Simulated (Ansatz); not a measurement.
Species: sum formula BNH$_{2}$Cl$_{2}$ (charge 0, singlet). 
Structure (B3LYP-D3(BJ)/def2-TZVP (Ansatz, a quantum-chemistry and plane-wave program) minimum search):
SMILES: ClB(N)Cl
```xyz
6

N     -1.7061    -0.3020     0.0927
B     -0.3439    -0.0609     0.0187
Cl     0.2555     1.5570    -0.3781
Cl     0.8112    -1.3682     0.3201
H     -2.0820    -1.2082     0.3154
H     -2.3906     0.4165    -0.0724
```
Charge 0, spin multiplicity 1.

Parts of the frozen-core correlation energy in cc-pV(T+d)Z (Ansatz, hartree). Frozen orbitals: 12; correlated occupied orbitals by spin: 12 and 12; virtual: 142 and 142. No spin-orbit coupling. Non-relativistic.

```tsv
term	value
reference (HF)	-999.51187
MP2 opposite-spin	-0.51425
MP2 same-spin	-0.17306
CCSD correlation	-0.72637
(T)	-0.03127
T1 diagnostic	0.010
largest doubles amplitude	0.037
```
